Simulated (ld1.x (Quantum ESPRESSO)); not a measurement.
**Plane-wave convergence, RRKJ potential for strontium**

```
Element                 : Sr (Z = 38)
Generator               : ld1.x (Quantum ESPRESSO) 7.5
Type                    : norm-conserving RRKJ (Kleinman–Bylander form)
Functional              : PBEsol
Relativity              : non-relativistic
Frozen core             : [Ar] 3d10
Valence charge          : 10
Reference configuration : 4s2 4p6 4d0 5s2 5p0
Partial waves           : 4s (bound): rc 1.65 bohr; 4d (bound, empty): rc 2.05 bohr; 4f channel at -0.1 Ry: rc 1.80 bohr; 4p (bound): rc 2.35 bohr
Local potential         : the p channel
Core correction         : none
rho0                    : 0.02
```

Occupied shells without a wave of their own: 5s. They enter only through the test configuration that unscreens the potential.

The pseudo-atom Hamiltonian at the reference potential is diagonalised in spherical Bessel functions j_l(qr) that vanish at 20 bohr, with q² up to the cutoff. All-electron valence levels (Ry): 4s -2.9081, 5s -0.2563, 4d -0.1146, 4p -1.6849, 5p -0.0973.

**Question.** How do the lowest levels (Ry) of each channel move with the cutoff, and are there ghosts?

**Answer.**

```
cutoff (Ry)     s #1     s #2     d #1    d #2    f #1    f #2     p #1     p #2    p #3  Σ f·Δε (mRy)
          8  -2.4058  -0.2011  -0.0707  0.0544  0.0915  0.2010  -1.5830  -0.0887  0.0468        1737.7
         12  -2.6498  -0.2258  -0.0988  0.0495  0.0915  0.2009  -1.6726  -0.0978  0.0437         662.3
         18  -2.8422  -0.2508  -0.1125  0.0475  0.0915  0.2009  -1.6846  -0.0998  0.0430         155.6
         25  -2.8935  -0.2591  -0.1144  0.0472  0.0915  0.2009  -1.6847  -0.0999  0.0430          35.5
         40  -2.9028  -0.2609  -0.1145  0.0472  0.0915  0.2009  -1.6849  -0.0999  0.0430          12.2
         50  -2.9061  -0.2614  -0.1146  0.0471  0.0915  0.2009  -1.6849  -0.0999  0.0430           4.6
         60  -2.9077  -0.2616  -0.1146  0.0471  0.0915  0.2009  -1.6849  -0.0999  0.0430           1.0
         80  -2.9080  -0.2617  -0.1146  0.0471  0.0915  0.2009  -1.6849  -0.0999  0.0430           0.2
        400  -2.9081  -0.2617  -0.1146  0.0471  0.0915  0.2009  -1.6849  -0.0999  0.0430           0.0
```

Result: no extra level below or beside the all-electron valence levels (s, d, f, p tested); 10 mRy is reached at 45 Ry and 1 mRy at 60 Ry.
